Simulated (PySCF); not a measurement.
Isomers of C2H14OSi4, one conformer each; single-point electronic energies without zero-point terms and without any empirical dispersion term.

All values: PBE0/pcSseg-1 (PySCF, non-relativistic), each on one gas-phase PBE0-D3(BJ)/def2-SVP geometry that isn't relaxed in the solvent. The solvent is an IEF-PCM continuum (cavity from Bondi-type radii × 1.2). The model holds no explicit solvent molecules, cavitation or dispersion.

```csv
isomer,"relative energy, gas (kcal/mol)",dipole (D)
`CCO[Si@H]([SiH2][SiH3])[SiH3]`,0.0,1.23
`COC[Si@@H]([SiH3])[SiH2][SiH3]`,28.0,2.12
```

How do the relative energies look in methanol (ε = 32.61)?

```
                          isomer  relative energy, solvent (kcal/mol)  E(solvent) − E(gas) (kcal/mol)  dipole in solvent (D)
 `CCO[Si@H]([SiH2][SiH3])[SiH3]`                                  0.0                            -1.7                   1.56
`COC[Si@@H]([SiH3])[SiH2][SiH3]`                                 27.9                            -1.8                   2.78
```

The order is unchanged. Conformers: `[CH3:1][CH2:2][O:3][Si@@H:4]([SiH3:5])[SiH2:6][SiH3:7]` with C1–C2–O3–Si4 173°, C2–O3–Si4–Si5 61°, O3–Si4–Si6–Si7 20°; `[CH3:1][O:2][CH2:3][Si@@H:4]([SiH3:5])[SiH2:6][SiH3:7]` with C1–O2–C3–Si4 -178°, O2–C3–Si4–Si5 -52°, C3–Si4–Si6–Si7 -37°. The gains span 0.1 kcal/mol, the gas-phase energies 28.0 kcal/mol.
